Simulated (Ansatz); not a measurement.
`N#[C][GaH2]` and `BC#N` differ in one element.

Ansatz, PBE0-D4/def2-TZVP geometries, multiplicity 1. 

Scalar relativity is left out up to krypton.

```tsv
property	`N#[C][GaH2]`
LUMO energy (PBE0/def2-TZVPP) / eV	-2.69
HOMO energy (PBE0/def2-TZVPP) / eV	-9.27
HOMO energy (PBE/def2-TZVPP) / eV	-8.00
zero-point energy (PBE0-D4/def2-TZVP) / kJ/mol	55.0
ideal-gas entropy at 298 K and 1 bar (rigid rotor, harmonic PBE0-D4/def2-TZVP) / J/(mol·K)	281
HOMO–LUMO gap (PBE/def2-TZVPP) / eV	4.48
```

Task: Give the same properties after the change, and the shifts. (Estimate.)

Result: Ansatz gave: 
```json
{"property": "LUMO energy (PBE0/def2-TZVPP) / eV", "`BC#N`": "-3.35", "shift": "-0.66"}
{"property": "HOMO energy (PBE0/def2-TZVPP) / eV", "`BC#N`": "-9.75", "shift": "-0.48"}
{"property": "HOMO energy (PBE/def2-TZVPP) / eV", "`BC#N`": "-8.40", "shift": "-0.40"}
{"property": "zero-point energy (PBE0-D4/def2-TZVP) / kJ/mol", "`BC#N`": "73.5", "shift": "18.5"}
{"property": "ideal-gas entropy at 298 K and 1 bar (rigid rotor, harmonic PBE0-D4/def2-TZVP) / J/(mol·K)", "`BC#N`": "247", "shift": "-34"}
{"property": "HOMO–LUMO gap (PBE/def2-TZVPP) / eV", "`BC#N`": "4.03", "shift": "-0.45"}
```

With PBE0 the HOMO falls by 0.48 eV and the LUMO falls by 0.66 eV, so the gap narrows by about 0.18 eV. PBE moves the HOMO by -0.40 eV and ωB97M-V by -0.53 eV.
